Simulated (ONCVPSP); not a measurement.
**barium: one change to an ONCV potential, before and after**

ONCVPSP 4.0.1 input, shortened (lines: element, Z, core and valence counts, functional; n l f; lmax; l rc ep ncon nbas qcut; lloc lpopt rc5 dvloc0; l nproj debl; icmod fcfact rcfact), PBEsol, scalar-relativistic:

```
  Ba 56.00    9    4  -116133      upf
    1    0    2.00
    2    0    2.00
    2    1    6.00
    3    0    2.00
    3    1    6.00
    3    2   10.00
    4    0    2.00
    4    1    6.00
    4    2   10.00
    5    0    2.00
    5    1    6.00
    6    0    1.75
    6    1    0.25
    2
    0    2.60    0.00    4    8    4.60
    1    3.35    0.00    5    8    5.00
    2    3.25    0.09    3    7    3.40
    4    5    2.10    0.00
    0    2    2.20
    1    2    0.90
    2    2    1.50
    3    1.75    1.60
```

In the d channel the program set the typed energies aside and used 0.050, 1.550 Ha.

Change: all radii but the core radius scaled by about 1.18 (s 3.08, p 3.96, d 3.84 bohr); local potential polynomial inside 2.48 bohr (lpopt 5, dvloc0 0 Ha). In the d channel the program set the typed energies aside and used -0.082, 1.418 Ha.

Cutoffs: the cutoffs (Ha) at which the residual kinetic energy of the hardest occupied pseudo-wave falls to 1 and 0.1 mHa per electron; they do not see the model core or the augmentation charge, which bear on the density cutoff. Errors are all-electron minus pseudo energies relative to the spin-unpolarised reference configuration.

Q: How do hardness, ghosts and transferability respond?

A: The potential gets softer (7.2 Ha and 8.7 Ha → 5.3 Ha and 7.1 Ha); the bound ghost in d disappears; of the 4 tests that both files solve, the error grows in 1 and shrinks in 1 by more than 15 % and 0.3 meV (median size 2.2 → 2.4 meV). A larger radius leaves more room for a smooth pseudo-wave, so fewer plane waves are needed.

| quantity | base | changed |
| --- | --- | --- |
| cutoff, loose | 7.2 Ha | 5.3 Ha |
| cutoff, tight | 8.7 Ha | 7.1 Ha |
| loose cutoff by channel | s 7.2 Ha, p 4.3 Ha | s 5.3 Ha, p 4.6 Ha |
| bound ghosts | d | none |
| GHOST(+) flags under 300 eV | s at 90.6 eV | none |
| error for 5s2 5p6 6s2 6p0, meV [ΔE -0.51 eV] | 0.0 | 0.0 |
| error for 5s2 5p6 6s1 6p0, meV [ΔE 4.88 eV] | -0.7 | -0.8 |
| error for 5s2 5p6 6s0 6p0, meV [ΔE 14.77 eV] | -3.8 | -5.0 |
| error for 5s2 5p6 5d1 6s0 6p0, meV [ΔE 5.53 eV] | -9.1 | -4.0 |
| rms error of d²Exc/dni dnj with the model core, mHa | 0.33 | 0.47 |

 A true bound ghost makes a file unfit for plane-wave use even where its test errors are small: the radial tests pick states by their node count and pass the ghost by.
